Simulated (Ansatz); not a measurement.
`[Cl][Zr]([Cl])([SeH])[SeH]`, charge 0, multiplicity 1.

Problem. Give a relaxed structure at PBE0-D4/def2-TZVP (Ansatz). (An estimate is asked.)

Solution. The calculation gave: 
```xyz
7

Cl   -0.083    2.696    0.550
Zr   -0.471    0.497   -0.077
Cl   -2.573    0.109   -0.978
Se   -0.296   -1.112    1.897
Se    1.399   -0.057   -1.725
H     1.112   -0.683    2.008
H     0.911   -1.449   -1.675
```
Point group C2.
